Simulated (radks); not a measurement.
Task: Radial electron density D(r) = 4 pi r^2 rho(r) of an atom or ion with 63 electrons. Calculated with a radial shooting solver on a logarithmic mesh with Libxc functionals: scalar-relativistic Kohn-Sham, r2SCAN, spin-polarised, spherical densities, finite nucleus; meta-GGA in the generalised Kohn-Sham scheme; Fermi nuclear charge, rms radius of each element as measured or else 0.836 A^(1/3) + 0.57 fm.

```
   r/bohr * D(r) (the largest magnitude, 117, reaches the edge; | marks zero)
  0.00104 | *
 0.001211 |  *
 0.001421 |   *
 0.001655 |    *
 0.001942 |     *
 0.002261 |       *
 0.002653 |         *
 0.003088 |           *
 0.003624 |              *
 0.004219 |                 *
 0.004951 |                    *
 0.005764 |                        *
  0.00671 |                            *
 0.007874 |                                *
 0.009167 |                                   *
  0.01076 |                                      *
  0.01252 |                                        *
   0.0147 |                                         *
  0.01711 |                                        *
  0.02008 |                                      *
  0.02337 |                                     *
  0.02743 |                                    *
  0.03193 |                                    *
  0.03747 |                                        *
  0.04362 |                                            *
  0.05079 |                                                  *
   0.0596 |                                                      *
  0.06938 |                                                      *
  0.08142 |                                                  *
  0.09478 |                                             *
   0.1112 |                                         *
   0.1295 |                                         *
    0.152 |                                             *
   0.1769 |                                                *
   0.2076 |                                              *
   0.2417 |                                     *
   0.2814 |                           *
   0.3302 |                     *
   0.3844 |                     *
   0.4511 |                        *
   0.5251 |                        *
   0.6162 |                    *
   0.7174 |              *
   0.8419 |         *
   0.9801 |       *
     1.15 |     *
    1.339 |    *
    1.571 |  *
    1.829 | *
    2.129 |*
    2.499 *
    2.909 *
    3.414 *
    3.974 *
    4.664 *
     5.43 *
    6.372 *
    7.418 *
    8.705 *
    10.13 *
    11.89 *
```

What is the nuclear charge?

Result: Z = 66. The innermost maximum, from 1s, lies near gamma/Z bohr with gamma = sqrt(1 - (Z/c)^2) = 0.876, here 0.0133 bohr (found: 0.0146), and its height grows with Z. The density is that of the dysprosium ion Dy3+ in [Xe] 4f8 5f1; the configuration itself is not fixed sharply by these data, and Z only to a few units. D(r) has 4 maxima, at r = 0.0146, 0.0651, 0.181, 0.493 bohr, and minima at 0.0279, 0.119, 0.352 bohr, inside which lie 1.93, 11.11, 29.36 electrons.
